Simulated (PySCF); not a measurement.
Vertical excitation energies

C5H12NP.
SMILES: `CNP1CC[C@H]1C`

Level of theory: PySCF, TDDFT B3LYP/def2-SVPD, vertical, gas phase, core orbitals frozen in the response. One conformer (not necessarily the lowest) at the GFN2-xTB geometry, without solvent, vibrations or thermal averaging.

```tsv
state	E (eV)	λ (nm)	ν̃ (cm⁻¹)	f	|μ| (D)	main configurations (H = HOMO, L = LUMO)
S1	4.68	265.1	37730	0.029	1.29	H→L (98%)
S2	4.85	255.7	39110	0.034	1.35	H→L+1 (98%)
S3	5.49	226.0	44250	0.022	1.04	H→L+2 (94%)
S4	5.70	217.5	45980	0.0021	0.31	H→L+3 (90%)
S5	6.01	206.4	48450	0.024	1.02	H→L+4 (94%)
S6	6.20	199.8	50040	0.033	1.18	H→L+5 (90%)
S7	6.41	193.5	51690	0.023	0.97	H→L+6 (84%)
S8	6.60	187.9	53230	0.0012	0.22	H→L+7 (87%)
```

Triplets, Tamm–Dancoff:

```csv
state,E (eV),λ (nm),"main configurations (H = HOMO, L = LUMO)"
T1,3.98,311.3,H→L (86%)
T2,4.32,286.9,"H→L+1 (73%), H→L+2 (10%)"
T3,5.22,237.6,"H→L+2 (57%), H→L+1 (20%), H→L+3 (13%)"
```

The lowest singlet lies at 4.68 eV (265 nm, ultraviolet) and is weak; its leading configuration is HOMO→LUMO (98%). The largest oscillator strength of a single state is 0.034. Löwdin shares by element: HOMO phosphorus 40%, nitrogen 30%, carbon 14% or more (atoms not listed hold the other 16%); LUMO phosphorus 32%, carbon 28% or more (atoms not listed hold the other 40%). Weighted by f, the mean energy of these states is 5.57 eV. Orbital energies (eV): HOMO-3 -8.82, HOMO-2 -8.06, HOMO-1 -7.59, HOMO -5.43, LUMO 0.15, LUMO+1 0.32, LUMO+2 0.83. The oscillator strengths of these states sum to 0.168; summed over the whole spectrum of an exact calculation they would give the number of electrons, 64 (Thomas–Reiche–Kuhn). Only the lowest 8 singlets were computed, as vertical energies without vibronic structure.

On one thread, x86-64 server (shared host), this took 57 s of wall time (grids of density and orbitals included).
